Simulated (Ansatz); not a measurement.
Reaction (cleavage of the Si–Si bond): `O[SiH2][SiH2]CF` + `N[SiH3]` → `O[SiH2]N[SiH3]` + `FC[SiH3]`

Gas-phase electronic energies from Ansatz, PBE0-D4/def2-TZVP geometries. CBS: MP2 limit from def2 TZ/QZ plus the TZ coupled-cluster correction, frozen cores. This one scheme is used for every species. One conformer a species, not always the lowest.

`O[SiH2][SiH2]CF`:

Cartesian coordinates in Å:
```
O 1.352 -2.498 -0.558
Si 0.126 -1.401 -0.733
Si 0.490 0.538 0.544
C -0.888 1.814 0.238
F -2.136 1.236 0.457
H 1.471 -2.893 0.307
H 0.105 -1.057 -2.178
H -1.190 -1.995 -0.361
H 1.780 1.188 0.173
H 0.541 0.210 1.997
H -0.859 2.183 -0.792
H -0.792 2.676 0.906
```

`N[SiH3]`:

Z-matrix (Å, degrees):
```
Si
N 1 1.720
H 1 1.486 2 107.9
H 1 1.494 2 116.0 3 -120.3
H 1 1.486 2 107.9 3 119.4
H 2 1.007 1 119.6 3 -168.6
H 2 1.007 1 119.6 3 49.2
```

`O[SiH2]N[SiH3]`:

Cartesian coordinates in Å:
```
O -1.746 0.123 1.448
Si -1.366 -0.162 -0.128
N 0.285 -0.559 -0.399
Si 1.656 0.484 -0.257
H -1.598 -0.583 2.078
H -1.711 1.112 -0.793
H -2.146 -1.310 -0.665
H 0.469 -1.523 -0.636
H 2.520 0.137 0.905
H 1.131 1.861 -0.076
H 2.506 0.422 -1.477
```

`FC[SiH3]`:

```xyz
8

F    -1.722    0.876    0.101
C    -0.387    0.845   -0.286
Si    0.418   -0.785    0.248
H     0.120    1.704    0.167
H    -0.344    0.970   -1.373
H     1.838   -0.758   -0.193
H    -0.280   -1.930   -0.390
H     0.357   -0.922    1.725
```

| species | MP2/def2-TZVPP energy (Eh) |
| --- | --- |
| `O[SiH2][SiH2]CF` | -795.16516 |
| `N[SiH3]` | -346.70257 |
| `O[SiH2]N[SiH3]` | -712.14942 |
| `FC[SiH3]` | -429.75495 |

Question: Work out ΔE.

Answer: ΔE = (-712.14942) + (-429.75495) − (-795.16516) − (-346.70257) = -0.03664 Eh = -1.00 eV. CCSD(T)/CBS gives -0.92 eV.

Largest T1 diagnostic among the species: 0.012.

From PBE to PBE0 (25 % exact exchange), in def2-TZVPP and without D4, ΔE moves by −0.07 eV. In def2-TZVPP, CCSD(T) changes the Hartree–Fock value by +0.12 eV (the triples alone add +0.01 eV) and MP2 by +0.05 eV.
